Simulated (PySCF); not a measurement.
**Two-component Hartree-Fock for Fe⁺ (iron, charge +1)**

Start: [Ar] 3d6 4s1; 3d3/2 filled at m_j = +3/2; 3d5/2 filled at m_j = -3/2, -1/2, +1/2, +3/2, +5/2; 4s1/2 filled at m_j = +1/2. Calculated with PySCF 2.14 in x2c-TZVPall-2c with one added diffuse shell each of s, p, d type (7s8p5d1f, 63 functions): generalised Hartree-Fock with the X2C-1e Hamiltonian and a Gaussian nucleus; one run each with spin-orbit coupling (SO) switched off, then screened by Boettger's factors. This is a chosen level, not necessarily the ground level.

```csv
spinor shell,electrons,"ε, spin-free (eV)","ε, screened SO (eV)",weight of nominal j (screened SO),"rms radius, screened SO (bohr)"
1s1/2,2,-7183.6,-7183.5,1.000,0.0675
2s1/2,2,-890.94,-890.91,1.000,0.288
2p1/2,2,-756.68,-765.64,0.987,0.259
2p3/2,4,-756.68,-752.26,0.994,0.261
3s1/2,2,-123.89,-123.88,1.000,0.871
3p3/2,4,-83.335,-82.573,0.830,0.937
3p1/2,2,-83.335,-84.857,0.659,0.933
3d5/2,5,-25.666,-26.628,0.589,1.20
3d3/2,1,-25.666,-20.855,0.789,1.29
4s1/2,1,-15.421,-15.421,1.000,2.98
```

```json
{"quantity": "E (hartree)", "spin-free": "-1271.08711", "screened SO": "-1271.10888"}
{"quantity": "M_J", "spin-free": "9/2", "screened SO": "9/2"}
{"quantity": "⟨J²⟩", "spin-free": "24.758", "screened SO": "24.758"}
{"quantity": "⟨L²⟩", "spin-free": "6.005", "screened SO": "6.011"}
{"quantity": "⟨S²⟩", "spin-free": "8.753", "screened SO": "8.749"}
```

Each row is a mean over spinors that exchange with the open shell spreads, by up to 15.403 eV (3p3/2).

Rows whose weight is well below 1 are mixtures of j = l ± 1/2: exchange outweighs spin-orbit coupling there, and the label is only the starting occupation.

Without spin-orbit coupling the j labels of p, d and f shells carry no meaning; the spin-free column gives the mean over the occupied spinors of each nl shell.
